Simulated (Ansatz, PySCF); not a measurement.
Reaction (SMILES): BOB → B[O] + [BH2] (BH2) (the B-O bond at the site shown breaks; other sites are not compared here)
Geometries: B3LYP-D3(BJ)/def2-TZVP minima from Ansatz (an electronic-structure program), one conformer each, not searched for the lowest. Frequencies are from Ansatz or PySCF.

Property: bond dissociation energy (enthalpy at 298 K, with B3LYP-D3(BJ) rigid-rotor harmonic-oscillator terms), in eV. Correlated levels leave the core frozen unless marked. UHF or UKS for open shells. Spin-orbit coupling is left out. Non-relativistic. Basis-set limits of correlation are two-point, X^-3; Hartree-Fock from the larger set. The bracket is a focal-point correction in the basis named.

Level to compare with: RI-MP2/CBS(aug-cc-pVTZ,aug-cc-pVQZ)+[CCSD(T)-MP2]/aug-cc-pVTZ (Ansatz), 5.60 eV. It is a level with limits of its own, and the differences hold the functionals' basis error too.

Question: Rank these functionals by how close they come to RI-MP2/CBS(aug-cc-pVTZ,aug-cc-pVQZ)+[CCSD(T)-MP2]/aug-cc-pVTZ, closest first: BP86/def2-TZVPD (PySCF); wB97X-V/def2-TZVPD (Ansatz); B3LYP/def2-TZVPD (Ansatz).

Answer: wB97X-V/def2-TZVPD (range-separated hybrid with VV10, 5.49 eV, difference -0.11), B3LYP/def2-TZVPD (global hybrid, 5.27 eV, difference -0.33), BP86/def2-TZVPD (GGA, 5.19 eV, difference -0.41)
